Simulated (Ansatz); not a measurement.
Abridged output of a molecular run in Ansatz:

```
Functional definition: HF
953 factors; integrals over basis functions are off by at most 1.1e-3 eV
mean field evaluation 1: about -10963.3487 eV, gradient 4.7e1 eV
mean field evaluation 2: about -10963.4574 eV, gradient 4.7e1 eV
mean field evaluation 4: about -10968.0619 eV, gradient 3.2e0 eV
mean field evaluation 8: about -10968.1238 eV, gradient 4.6e-1 eV
mean field -10968.12574937 eV, -403.0711868267 hartree, gradient 7.4e-6 eV, S^2 0.000000; 0 other end points of the search recorded, 0 dependent functions left out
7 core orbitals not correlated: weight in the atoms' cores, before any rotation towards them, 1.000 or more for the frozen orbitals, at most 0.000 for the correlated occupied ones
reference -10968.12574937 eV, -403.0711868267 hartree; 17, 17 occupied and 64, 64 virtual orbitals, 953 factors
second order -16.72229170 eV of doubles, -0.00000000 eV of singles
cycle   1  -16.88017580 eV  change   -1.6e-1 eV  update   1.2e-1
cycle   2  -17.39762013 eV  change   -5.2e-1 eV  update   3.8e-2
cycle   3  -17.56149976 eV  change   -1.6e-1 eV  update   2.1e-2
cycle   4  -17.55352073 eV  change    8.0e-3 eV  update   5.1e-3
cycle   5  -17.55214283 eV  change    1.4e-3 eV  update   2.4e-3
cycle   6  -17.55320952 eV  change   -1.1e-3 eV  update   7.7e-4
cycle   7  -17.55288637 eV  change    3.2e-4 eV  update   3.3e-4
cycle   8  -17.55276932 eV  change    1.2e-4 eV  update   1.2e-4
cycle   9  -17.55278956 eV  change   -2.0e-5 eV  update   5.3e-5
cycle  10  -17.55280368 eV  change   -1.4e-5 eV  update   2.0e-5
perturbative correction -0.51563210 eV, -0.0189491303 hartree
Total energy: -10986.19418515 eV, -403.7351895945 hartree
```

Its atoms:

Cartesian coordinates in Å:
```
O -0.6431 1.9085 -0.3287
C 0.3882 1.3846 -0.0103
Sn 0.3765 -0.8180 0.1656
O -1.4984 -1.1599 -0.2969
H 1.2925 2.0058 0.1814
H 0.6537 -1.3888 1.7509
H 1.3678 -1.6089 -0.9780
H -1.9373 -0.3233 -0.4840
```

Question: Which basis set was used?
A. def2-QZVPP
B. def2-TZVPPD
C. def2-SVPD
D. def2-SVP

Answer: D. It gives 88 functions.

Question: Write the keys of the input that set method, charge and spin (a neutral closed shell needs none for the last two).

Answer: 
```yaml
correlation: {method: ccsd_t}
```
